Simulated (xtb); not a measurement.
O$_{3}$ (SMILES O=[O+][O-]), singlet, at a GFN2-xTB geometry. Base run: GFN2-xTB run with xtb.

xtb was given this input:
```
$ xtb mol.xyz --gfn 2 --json

# file mol.xyz
3

O     -0.06945708     1.07326302    -0.18881454
O      0.00362457    -0.00592030     0.40975419
O      0.06583251    -1.06734272    -0.22093965
```

Variants of this job, named by their change:

| change | ΔE vs base (kJ/mol) | HOMO-LUMO gap (eV) | dipole (D) | SCF cycles |
|---|---|---|---|---|
| base | 0.00 | 2.16 | 1.12 | 8 |
| etemp = 5000 | -14.50 | 2.16 | 1.10 | 9 |
| acc = 0.1 | 0.00 | 2.16 | 1.12 | 10 |
| alpb = acetone | -12.55 | 2.18 | 1.16 | 8 |
| etemp = 1000 | 0.00 | 2.16 | 1.12 | 8 |
| acc = 0.0001 | 0.00 | 2.16 | 1.12 | 13 |

ALPB and GBSA are two models with their own fitted parameters for each solvent, which aren't always the measured dielectric constant.
